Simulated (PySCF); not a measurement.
# Broadened absorption spectrum of hexafluoropropylene

Compound: hexafluoropropylene, C₃F₆.
InChI=1S/C3F6/c4-1(2(5)6)3(7,8)9

Method used: PySCF 2.14.0, density-fitted response routines, TDDFT CAM-B3LYP/def2-SVPD, vertical, gas phase, core orbitals frozen in the response. Isolated species at its PBE0-D3(BJ)/def2-SVP geometry, gas phase. Torsions of this conformer, `[F:1][C:2]([F:3])=[C:4]([F:5])[C:6]([F:7])([F:8])[F:9]`: C2–C4–C6–F7 -117°.

Computed states:

```
state  E (eV)       f
   S1    7.08  0.0063
   S2    7.64   0.032
   S3    7.64   0.397
   S4    9.16  0.0048
   S5    9.56  0.0045
   S6    9.72  0.0038
   S7    9.81  0.0018
   S8   10.51  0.0006
   S9   10.65   0.035
  S10   10.72  0.0080
```

Each state is given a Gaussian of 0.3 eV full width at half maximum, with ε(max) = 2.175×10⁸ f / Δν̃ (Δν̃ the width in cm⁻¹). The cross-section is σ = 3.8235×10⁻²¹ ε cm², given in Mb (10⁻¹⁸ cm²). The width is an assumption, not a result. The curve ends short of the highest state used, and states not computed would add to its high-energy end.

(1) What does the envelope look like, and where are its maxima?

(2) Does any computed singlet lie in the visible range?

(3) Coming from long wavelengths, where does ε first pass 100 L mol⁻¹ cm⁻¹?

## Answers

(1) 
```csv
E (eV),σ (Mb)
6.63,0.00
6.75,0.08
6.87,0.57
6.99,1.71
7.11,2.14
7.23,1.90
7.35,11.14
7.47,60.10
7.59,136.17
7.71,127.09
7.83,48.85
7.96,6.37
8.08,0.39
8.20,0.01
8.32,0.00
8.44,0.00
8.56,0.00
8.68,0.00
8.80,0.03
8.92,0.30
9.04,1.09
9.16,1.65
9.28,1.16
9.40,1.02
9.52,1.93
9.64,2.60
9.76,2.28
9.88,1.21
10.00,0.33
10.12,0.05
```

Maxima: 175 nm (7.08 eV), ε about 570, made up of S1 (100%); 162 nm (7.64 eV), ε about 39000, made up of S3 (93%); 135 nm (9.16 eV), ε about 430, made up of S4 (99%); 128 nm (9.66 eV), ε about 680, made up of S5 (43%), S6 (45%) and S7 (12%) (ε in L mol⁻¹ cm⁻¹; maxima over ε = 5, shares over 10%).

(2) No computed singlet lies in the visible range (380 to 750 nm); the lowest, at 175 nm, stands 3.82 eV above its violet end (3.26 eV).

(3) At about 181 nm (6.84 eV), 0.24 eV below S1.

All these states lie below the vertical ionisation energy of 11.06 eV (ΔSCF).
